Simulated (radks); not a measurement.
These are the eigenvalues of the occupied orbitals of an atom or ion with whole-number occupations (Ry). All-electron calculation, scalar-relativistic Kohn-Sham, PBEsol, spin-polarised, spherical densities, finite nucleus; Fermi nuclear charge, rms radius of each element as measured or else 0.836 A^(1/3) + 0.57 fm. Program: a radial shooting solver on a logarithmic mesh with Libxc functionals.

1s down: -4648.787
1s up: -4648.787
2s up: -794.4145
2s down: -794.4131
2p up: -699.5387
2p down: -699.5376
3s up: -182.8803
3s down: -182.8424
3p up: -154.3989
3p down: -154.3609
3d up: -120.1401
3d down: -120.1109
4s up: -39.31784
4s down: -39.24472
4p up: -29.95531
4p down: -29.88387
4d up: -17.73165
4d down: -17.66195
5s up: -7.78670
5s down: -7.75586
5p up: -5.50283
5p down: -5.48059
4f up: -4.26638
4f down: -4.20248

Which element is it, and in what charge state? The configuration may be excited. Open shells, if any, are filled with parallel spins first.

Answer. Z = 71, lutetium, charge +4: Lu4+ in [Xe] 4f13. The list shows which subshells hold electrons but not how many an open one holds; the 1s level, -2324.4 hartree, gives Z - s = 68.2 by -(Z - s)^2/2, which with screening and relativity narrows Z to a few neighbours, and the depths of the outer levels then fix element, charge and occupations together.
